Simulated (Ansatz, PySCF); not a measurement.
Reaction R1 → P1 + P2, each structure at its B3LYP-D3(BJ)/def2-TZVP stationary point, reached from a drawn start (curvature not checked).
R1, CH6Si (SMILES C[SiH3]) (charge 0, multiplicity 1):
```xyz
8

C     -0.9812    -0.1155     0.0173
Si     0.8818     0.1039    -0.0155
H     -1.4410     0.5699     0.7314
H     -1.2479    -1.1337     0.3064
H     -1.4133     0.0807    -0.9657
H      1.2379     1.4891    -0.4090
H      1.5008    -0.8301    -0.9876
H      1.4630    -0.1641     1.3227
```
P1: CH4Si (SMILES C[SiH]), charge 0, multiplicity 1.
P2, H2 (SMILES [H][H]) (charge 0, multiplicity 1, Z-matrix in Å and degrees):
```
H
H 1 0.7440
```

P less R. No zero-point or thermal terms.

Frozen-core correlation throughout. CBS: X⁻³ extrapolation of the correlation energy, Hartree–Fock from the larger set.

The values were computed with Ansatz (Gaussian orbitals); PySCF for the D3/D4 terms. No computed number here is a measurement.

The comparison value is 2.657 eV (CCSD(T)/CBS(cc-pV(T+d)Z, cc-pV(Q+d)Z)). It is a level with limits of its own, not the exact answer.

Problem. Order these levels by how close they come to the comparison value for the reaction energy, closest first: revPBE-D3(BJ)/def2-TZVPP, r2SCAN-D3(BJ)/def2-TZVPP, HF/cc-pV(T+d)Z, SVWN5/def2-TZVPP, CAM-B3LYP-D4/def2-TZVPP. Give each level's value less the comparison value.

Solution. HF/cc-pV(T+d)Z (0.048 eV), CAM-B3LYP-D4/def2-TZVPP (0.059 eV), r2SCAN-D3(BJ)/def2-TZVPP (0.133 eV), revPBE-D3(BJ)/def2-TZVPP (-0.149 eV), SVWN5/def2-TZVPP (0.213 eV)

Ansatz is an electronic-structure program.
